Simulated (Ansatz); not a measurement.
The cluster B₂P₂⁺: single points at one geometry.

```yaml
crystal:
  periodic: [false, false, false]
  atoms:
    - {symbol: B, position_ang: [0.078296, -0.819741, 0.247669]}
    - {symbol: B, position_ang: [-0.077023, 0.820283, -0.246272]}
    - {symbol: P, position_ang: [-1.103125, 0.251929, 1.183347]}
    - {symbol: P, position_ang: [1.101862, -0.252472, -1.184754]}
basis:
  gaussian: {orbitals: def2-SVP, initial_orbitals: start.molden}
total_charge: 1
magnetization: {spin_polarized: true, initial_magnetization: 1}
hamiltonian: {xc: pbe, dispersion: d4}
scf: {omitted_lower_state_checks: [starts]}
output: {orbitals: {seedname: orbitals}}
```

The file start.molden holds the orbitals of an earlier run on this structure, at another level or in another basis.

```sh
$ ansatz run in.yaml --threads 4 --pin off --events-out ev --progress --plain --max-ram 3916MiB
```

Shortened log:

```
Functional definition: PBE
722 factors; their error is unknown
mean field evaluation 1: about -19901.1884 eV, gradient 4.5e0 eV
mean field evaluation 2: about -19901.2904 eV, gradient 1.1e-1 eV
mean field evaluation 4: about -19901.2721 eV, gradient 3.3e-4 eV
mean field evaluation 8: about -19901.2820 eV, gradient 2.9e-1 eV
mean field -19901.28392500 eV, -731.3586946688 hartree, gradient 1.0e-5 eV, S^2 0.761893; 0 other end points of the search recorded, 0 dependent functions left out
reference -19901.28395392 eV, -731.3586957319 hartree; 20, 19 occupied and 44, 45 virtual orbitals, 722 factors
Total energy: -19901.40957516 eV, -731.3633122271 hartree
Checks for a lower state left out: starts
```

Hardware: 4 threads of Arm Neoverse V2 on a shared host. Wall time 1.1 s.

First input, but with `gaussian: {orbitals: def2-TZVP, initial_orbitals: start.molden}`, `hamiltonian: {xc: pbe}`, `correlation: {method: rpa}` and without the key `output` (abridged; 2.9 s):

```
Functional definition: PBE
mean field evaluation 16: about -19909.0636 eV, gradient 1.1e-6 eV
mean field -19909.06360172 eV, -731.6445925152 hartree, gradient 1.3e-6 eV, S^2 0.762658
12 core orbitals not correlated: weight in the atoms' cores, before any rotation towards them, 1.000 or more for the frozen orbitals, at most 0.000 for the correlated occupied ones
Total energy: -19896.25263267 eV, -731.1737980863 hartree
Checks for a lower state left out: starts
```

As the first input, with `gaussian: {orbitals: def2-TZVP, initial_orbitals: start.molden}`, `hamiltonian: {xc: r2scan, dispersion: d4}` (abridged; 4.4 s):

```
Functional definition: r2SCAN
mean field -19917.27744670 eV, -731.9464457508 hartree, gradient 3.0e-6 eV, S^2 0.784003
Total energy: -19917.30261775 eV, -731.9473707697 hartree
Checks for a lower state left out: starts
```

The first input with `gaussian: {orbitals: def2-TZVP, initial_orbitals: start.molden}`, `hamiltonian: {xc: {name: LC-wPBE}}` (abridged; 4.4 s):

```
Functional definition: LC-wPBE
mean field -19911.51447819 eV, -731.7346605643 hartree, gradient 5.0e-6 eV, S^2 0.795724
Total energy: -19911.51447820 eV, -731.7346605646 hartree
Checks for a lower state left out: starts
```

The first input with `gaussian: {orbitals: def2-TZVP, initial_orbitals: start.molden}`, `hamiltonian: {xc: {text: "exchange = 0.50*pbe_x + 0.50*exact_x\ncorrelation = pbe_c"}}` (abridged; 4.4 s):

```
Functional definition: unnamed
mean field -19912.23586360 eV, -731.7611709892 hartree, gradient 1.7e-5 eV, S^2 0.790139
Total energy: -19912.23588202 eV, -731.7611716658 hartree
Checks for a lower state left out: starts
```

The first input with `gaussian: {orbitals: def2-TZVP, initial_orbitals: start.molden}`, `hamiltonian: {xc: {text: "exchange = 0.65*pbe_x + 0.35*exact_x\ncorrelation = pbe_c"}}` (abridged; 4.3 s):

```
Functional definition: unnamed
mean field -19911.21892088 eV, -731.7237990336 hartree, gradient 1.6e-5 eV, S^2 0.782542
Total energy: -19911.21894470 eV, -731.7237999086 hartree
Checks for a lower state left out: starts
```

As the first input, with `gaussian: {orbitals: def2-TZVP, initial_orbitals: start.molden}`, `hamiltonian: {xc: {text: "exchange = 0.95*pbe_x + 0.05*exact_x\ncorrelation = pbe_c"}}` (abridged; 7.5 s):

```
Functional definition: unnamed
mean field evaluation 16: about -19909.3473 eV, gradient 1.2e-1 eV
mean field -19909.34784824 eV, -731.6550383821 hartree, gradient 7.6e-6 eV, S^2 0.766036; 1 other end points of the search recorded, 0 dependent functions left out
Total energy: -19909.34788244 eV, -731.6550396389 hartree
Checks for a lower state left out: starts
```

Geometry: PBE-D4/def2-TZVP.

LC-ωPBE has ω = 0.4 bohr⁻¹. Correlated methods freeze 12 core orbitals. At PBE-D4/def2-SVP the gap within one spin of the charge 1 doublet nearly closes, so an electron or hole may be smeared out by delocalisation error. The structure comes from a short search, and lower isomers may exist.
